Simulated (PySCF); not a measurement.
Compound: C₅H₈ClN.
SMILES with atom numbers: `[CH3:1][C:2]([CH3:3])([C:4]#[N:5])[CH2:6][Cl:7]` (hydrogens: H8, H9, H10 on C1; H11, H12, H13 on C3; H14, H15 on C6)

Structure used (GFN2-xTB), in Å, numbered top down from 1:
```
atom  x, y, z in Å
C1    -0.7897   -1.2435    0.1871
C2    -0.0906    0.0666   -0.1947
C3     1.4014   -0.1607   -0.4651
C4    -0.7018    0.5700   -1.4121
N5    -1.1772    0.9502   -2.3791
C6    -0.2993    1.1388    0.8842
Cl7    0.4094    0.6430    2.4435
H8    -0.3493   -1.6407    1.0982
H9    -1.8521   -1.0756    0.3530
H10   -0.6754   -1.9764   -0.6082
H11    1.8832   -0.5364    0.4343
H12    1.8830    0.7700   -0.7591
H13    1.5329   -0.8854   -1.2653
H14    0.1826    2.0756    0.6014
H15   -1.3616    1.3124    1.0602
```

Computed, not measured: TDDFT PBE0/def2-SVPD, vertical, gas phase, core orbitals frozen in the response (PySCF 2.14.0, density-fitted response routines).

Ground-to-excited transition dipoles (e·a0, same axes as the geometry; the sign carries no meaning), for the states with f of 0.002 or more among the lowest 6:

```csv
state,E (hartree),μx,μy,μz
S1,0.2653,-0.092,-0.045,0.028
S2,0.2684,-0.017,-0.108,-0.236
S5,0.2999,0.121,0.071,0.129
S6,0.2999,0.064,0.022,-0.174
```

Q: Work out the oscillator strengths.

A: f = (2/3) ΔE |μ|² with ΔE in hartree (27.2114 eV).

| state | \|μ\|² (au) | \|μ\| (D) | f |
| --- | --- | --- | --- |
| S1 | 0.011 | 0.27 | 0.002 |
| S2 | 0.067 | 0.66 | 0.012 |
| S5 | 0.036 | 0.48 | 0.007 |
| S6 | 0.035 | 0.47 | 0.007 |

Q: Which bond between heavy atoms lies closest to the direction of the S2 transition dipole?

A: C2–C6, at 23° from it; next C6–Cl7 at 45°.

Q: How is the summed strength of these states shared among x, y and z?

A: (2/3) Σ ΔE μα² gives 0.005 for x, 0.004 for y and 0.019 for z, 0.028 in all.

Q: What peak molar absorption coefficient would the strongest computed level give as a lone Gaussian band 0.4 eV wide at half height?

A: ε(max) = 2.175×10⁸ f / FWHM, with the width in cm⁻¹. S2: 2.175×10⁸ × 0.0121 / 3226 ≈ 810 L mol⁻¹ cm⁻¹.

One conformer stands for the species.
